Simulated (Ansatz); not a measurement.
Gas-phase electronic energies from Ansatz, PBE0-D4/def2-TZVP geometries. CCSD(T)/CBS is the MP2 limit (def2-TZVPP, def2-QZVPP) plus CCSD(T) − MP2 in def2-TZVPP, frozen cores. Double bonds are as drawn, so ΔE can hold a change between cis and trans. Functionals use def2-TZVPP. Elements past krypton have def2 core potentials. For Sn outer-core shells are correlated without core-valence functions, which leaves a few kJ/mol of doubt a bond. Each species was taken in one conformer, which may not be the lowest.

`[SnH3][C]1=[CH][AlH]1` + `N/C=C\F` → `N/C=[CH]/[SnH3]` + `F[C]1=[CH][AlH]1`  (formal exchange of groups at the Sn–C bond)

```tsv
level	ΔE (eV)
ωB97M-V	-0.18
CCSD(T)/def2-TZVPP	-0.13
```

Problem. What does CCSD(T)/CBS give? (An estimate is asked.)

Solution. The calculation gave: -0.13 eV. The listed levels differ from it by -0.05, 0.00 eV.

Largest T1 diagnostic among the species: 0.015.
